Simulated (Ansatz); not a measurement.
Consider the redistribution: `[OH][Al]([Cl])[O][SiH3]` + `F[SiH2][SiH2]F` → `[OH][Al]([F])[O][SiH3]` + `F[SiH2][SiH2]Cl`.

Calculated with Ansatz (gas phase, PBE0-D4/def2-TZVP geometries, no zero-point term in ΔE). CCSD(T)/CBS is the MP2 limit (def2-TZVPP, def2-QZVPP) plus CCSD(T) − MP2 in def2-TZVPP, frozen cores. This one scheme is used for every species. DFT in def2-TZVPP. B3LYP here is the variant with VWN-RPA as its local correlation; programs differ in this. Each species was taken in one conformer, which may not be the lowest.

```json
{"level": "PBE-D4", "ΔE (kJ/mol)": "2.8", "difference from CCSD(T)/CBS": "-2.9"}
{"level": "r2SCAN-D4", "ΔE (kJ/mol)": "7.1", "difference from CCSD(T)/CBS": "1.4"}
{"level": "PBE0-D4", "ΔE (kJ/mol)": "5.0", "difference from CCSD(T)/CBS": "-0.7"}
{"level": "B3LYP-D4", "ΔE (kJ/mol)": "7.1", "difference from CCSD(T)/CBS": "1.4"}
{"level": "ωB97X-V", "ΔE (kJ/mol)": "8.8", "difference from CCSD(T)/CBS": "3.1"}
{"level": "ωB97M-V", "ΔE (kJ/mol)": "7.4", "difference from CCSD(T)/CBS": "1.7"}
{"level": "B2PLYP", "ΔE (kJ/mol)": "7.5", "difference from CCSD(T)/CBS": "1.8"}
{"level": "PBE", "ΔE (kJ/mol)": "3.5", "difference from CCSD(T)/CBS": "-2.2"}
{"level": "r2SCAN", "ΔE (kJ/mol)": "7.1", "difference from CCSD(T)/CBS": "1.4"}
{"level": "PBE0", "ΔE (kJ/mol)": "5.6", "difference from CCSD(T)/CBS": "-0.1"}
{"level": "B3LYP", "ΔE (kJ/mol)": "8.4", "difference from CCSD(T)/CBS": "2.7"}
{"level": "HF/def2-TZVPP", "ΔE (kJ/mol)": "17.6", "difference from CCSD(T)/CBS": "11.9"}
{"level": "MP2/def2-TZVPP", "ΔE (kJ/mol)": "4.7", "difference from CCSD(T)/CBS": "-1.0"}
{"level": "SCS-MP2/def2-TZVPP", "ΔE (kJ/mol)": "7.0", "difference from CCSD(T)/CBS": "1.3"}
{"level": "CCSD/def2-TZVPP", "ΔE (kJ/mol)": "8.1", "difference from CCSD(T)/CBS": "2.4"}
{"level": "CCSD(T)/def2-TZVPP", "ΔE (kJ/mol)": "7.0", "difference from CCSD(T)/CBS": "1.3"}
{"level": "HF/def2-QZVPP", "ΔE (kJ/mol)": "16.9", "difference from CCSD(T)/CBS": "11.2"}
{"level": "MP2/def2-QZVPP", "ΔE (kJ/mol)": "3.7", "difference from CCSD(T)/CBS": "-2.0"}
{"level": "SCS-MP2/def2-QZVPP", "ΔE (kJ/mol)": "6.2", "difference from CCSD(T)/CBS": "0.5"}
{"level": "HF/CBS(def2)", "ΔE (kJ/mol)": "16.8", "difference from CCSD(T)/CBS": "11.1"}
{"level": "MP2/CBS(def2)", "ΔE (kJ/mol)": "3.4", "difference from CCSD(T)/CBS": "-2.3"}
{"level": "CCSD/CBS(def2)", "ΔE (kJ/mol)": "6.8", "difference from CCSD(T)/CBS": "1.1"}
{"level": "CCSD(T)/CBS", "ΔE (kJ/mol)": "5.7", "difference from CCSD(T)/CBS": "0"}
```

Largest T1 diagnostic among the species: 0.012.

In def2-TZVPP, CCSD(T) changes the Hartree–Fock value by −10.6 kJ/mol (the triples alone add −1.0 kJ/mol) and MP2 by −12.9 kJ/mol.
